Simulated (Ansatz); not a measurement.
## Molecular dynamics of FGeH3O2

Input file:

```yaml
crystal:
  periodic: [false, false, false]
  atoms:
    - { symbol: Ge, position_ang: [0.097592, -0.138863, 0.260874] }
    - { symbol: H, position_ang: [0.127588, 0.299737, 1.732875] }
    - { symbol: O, position_ang: [1.767622, -0.159608, -0.332004] }
    - { symbol: H, position_ang: [1.821623, -0.637304, -1.182072] }
    - { symbol: F, position_ang: [-0.873698, 1.007375, -0.656756] }
    - { symbol: O, position_ang: [-0.654915, -1.72048, -0.077044] }
    - { symbol: H, position_ang: [-1.544512, -1.586356, -0.457173] }
basis:
  gaussian: { orbitals: def2-SVP }
hamiltonian:
  xc: pbe
md:
  timestep: 3.0
  n_steps: 40
  ensemble: nvt_nose_hoover
  temperature: 300.0
  initial_velocities: maxwell_boltzmann
  seed: 733354
  nose_hoover: { tau: 50.0, chain_length: 3 }
```

Run as:

```bash
$ ansatz run input.yaml --threads 1 --pin off --max-ram 2048MiB --backend cpu --events-out ev --progress --plain --runs-dir out
```

It starts from a relaxed structure.

Output, in part (one step line in 2, the closing report, with atoms numbered from 0):

```
md step     0: t =     0.00 fs  T =   300.0 K  F+E_penalty+E_count = -63352.29201180 eV  E_kin = 0.193890 eV  conserved = -63352.09812180 eV  (26 SCF iters)
md step     2: t =     6.00 fs  T =   377.8 K  F+E_penalty+E_count = -63351.23628235 eV  E_kin = 0.244185 eV  conserved = -63350.99198288 eV  (32 SCF iters)
md step     4: t =    12.00 fs  T =  3839.3 K  F+E_penalty+E_count = -63349.17538147 eV  E_kin = 2.481356 eV  conserved = -63346.63538870 eV  (34 SCF iters)
md step     6: t =    18.00 fs  T =  6977.5 K  F+E_penalty+E_count = -63345.59972494 eV  E_kin = 4.509528 eV  conserved = -63337.82118354 eV  (43 SCF iters)
md step     8: t =    24.00 fs  T =  3869.9 K  F+E_penalty+E_count = -63345.25235465 eV  E_kin = 2.501100 eV  conserved = -63337.61671099 eV  (45 SCF iters)
md step    10: t =    30.00 fs  T = 53164.5 K  F+E_penalty+E_count = -63338.84909456 eV  E_kin = 34.360197 eV  conserved = -63277.74165242 eV  (100 SCF iters)
md step    12: t =    36.00 fs  T = 11273.3 K  F+E_penalty+E_count = -63338.62202523 eV  E_kin = 7.285916 eV  conserved = -63277.84400032 eV  (145 SCF iters)
md step    14: t =    42.00 fs  T =  3495.9 K  F+E_penalty+E_count = -63338.61103163 eV  E_kin = 2.259431 eV  conserved = -63277.84435967 eV  (73 SCF iters)
md step    16: t =    48.00 fs  T =  1417.6 K  F+E_penalty+E_count = -63338.62630117 eV  E_kin = 0.916214 eV  conserved = -63277.84497998 eV  (65 SCF iters)
md step    18: t =    54.00 fs  T =   688.0 K  F+E_penalty+E_count = -63338.63957870 eV  E_kin = 0.444637 eV  conserved = -63277.84520048 eV  (62 SCF iters)
md step    20: t =    60.00 fs  T =   384.8 K  F+E_penalty+E_count = -63338.65403039 eV  E_kin = 0.248715 eV  conserved = -63277.84522027 eV  (52 SCF iters)
md step    22: t =    66.00 fs  T =   250.9 K  F+E_penalty+E_count = -63338.67572495 eV  E_kin = 0.162137 eV  conserved = -63277.84516542 eV  (50 SCF iters)
md step    24: t =    72.00 fs  T =   195.3 K  F+E_penalty+E_count = -63338.70689756 eV  E_kin = 0.126209 eV  conserved = -63277.84510746 eV  (51 SCF iters)
md step    26: t =    78.00 fs  T =   183.2 K  F+E_penalty+E_count = -63338.74986619 eV  E_kin = 0.118429 eV  conserved = -63277.84496251 eV  (69 SCF iters)
md step    28: t =    84.00 fs  T =   280.7 K  F+E_penalty+E_count = -63338.85998402 eV  E_kin = 0.181422 eV  conserved = -63277.84458875 eV  (266 SCF iters)
md step    30: t =    90.00 fs  T =   319.5 K  F+E_penalty+E_count = -63338.95309997 eV  E_kin = 0.206486 eV  conserved = -63277.84430814 eV  (44 SCF iters)
md step    32: t =    96.00 fs  T =   336.6 K  F+E_penalty+E_count = -63339.03348175 eV  E_kin = 0.217532 eV  conserved = -63277.84254532 eV  (45 SCF iters)
md step    34: t =   102.00 fs  T =   398.8 K  F+E_penalty+E_count = -63339.14947198 eV  E_kin = 0.257748 eV  conserved = -63277.84185801 eV  (66 SCF iters)
md step    36: t =   108.00 fs  T =   537.3 K  F+E_penalty+E_count = -63339.33573319 eV  E_kin = 0.347256 eV  conserved = -63277.84249675 eV  (60 SCF iters)
md step    38: t =   114.00 fs  T =   698.8 K  F+E_penalty+E_count = -63339.57061512 eV  E_kin = 0.451627 eV  conserved = -63277.84245242 eV  (44 SCF iters)
md step    40: t =   120.00 fs  T =   900.4 K  F+E_penalty+E_count = -63339.88193134 eV  E_kin = 0.581929 eV  conserved = -63277.84376855 eV  (136 SCF iters)
Total energy: -63339.88199788 eV, -2327.6977301082 hartree
Atom 0 at     0.051885    -0.033834     0.378593 Å, force    -1.422635     1.336215     0.302346 eV/Å
Atom 1 at    -0.316975     0.365577     1.804647 Å, force    -0.033376     0.044730     0.112245 eV/Å
Atom 2 at     1.660606    -0.333946    -0.216676 Å, force    -0.010211    -1.600583    -0.315064 eV/Å
Atom 3 at     2.851268    -4.496242    -5.215155 Å, force    -0.000114     0.000191     0.000268 eV/Å
Atom 4 at    -0.882199     0.896853    -0.765216 Å, force    -0.105465     0.116886     0.203709 eV/Å
Atom 5 at     0.298036    -1.667044    -0.189551 Å, force     1.571815     0.102544    -0.303563 eV/Å
Atom 6 at   -12.102691    -1.358955    -2.978464 Å, force    -0.000013     0.000017     0.000059 eV/Å
Dipole moment:    -0.111196     0.223526     0.573011 e Å
```

All steps were run. The conserved energy changed by up to 11000 meV per atom, so the integration failed: the time step of 3 fs is too long for the fastest motions that this run met, and the later frames carry no physical meaning.

Parted: O3–H4 0.98 → 6.61 Å, O6–H7 0.98 → 12.71 Å. It ends as FGeHO2 + H + H. Pairs count as bonded within 1.25 times the sum of covalent radii (0.12 Å more for H–H).

Last frame:

```xyz
7
Properties=species:S:1:pos:R:3
Ge 0.052 -0.034 0.379
H -0.317 0.366 1.805
O 1.661 -0.334 -0.217
H 2.851 -4.496 -5.215
F -0.882 0.897 -0.765
O 0.298 -1.667 -0.190
H -12.103 -1.359 -2.978
```

The run took 2.5 min on 1 thread of Arm Neoverse V1 (shared host), peak memory 0.16 GiB.
